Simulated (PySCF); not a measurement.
1,4-dimethylimidazole, C5H8N2.
SMILES: `Cc1cn(C)cn1`

Computed with PySCF at PBE0/def2-SVPD, non-relativistic, on one gas-phase PBE0-D3(BJ)/def2-SVP geometry that isn't relaxed in the solvent. The solvent is an IEF-PCM continuum (Bondi radii, 1.10 Å for H, scaled by 1.2), and excitations are vertical TDDFT with non-equilibrium linear response and a frozen core. The model holds no explicit solvent molecules, cavitation or dispersion.

```
run  E − E(gas) (kcal/mol)  HOMO (eV)  HOMO–LUMO gap (eV)  dipole (D)  lowest singlet (eV)  static polarisability (au)
gas                   0.00      -6.32                6.89        3.75                 5.85                        73.2
  P                  -2.89      -6.34                6.97        4.27                 5.99                        82.1
  Q                  -7.62      -6.43                7.02        5.19                 6.16                        98.6
```

The runs were made in acetonitrile and cyclohexane. Which run belongs to which solvent?

P = cyclohexane, Q = acetonitrile. The dielectric constants are 2.017 (cyclohexane), 35.69 (acetonitrile), and the energy falls further as ε rises. The optical constants n² used for the excitations are 2.04, 1.81 in the same order. In this model the ground state sees the solvent through ε alone.

How constant is the ratio of the lowering to (ε − 1)/(2ε + 1)?

```tsv
solvent	(ε − 1)/(2ε + 1)	E − E(gas) (kcal/mol)	ratio (kcal/mol)	polarisation term (kcal/mol)
cyclohexane	0.202	-2.89	-14.3	-3.15
acetonitrile	0.479	-7.62	-15.9	-9.62
```

The ratio changes by +11.3 % in size from cyclohexane to acetonitrile. The polarisation term is half the interaction of the solute with the induced surface charges.
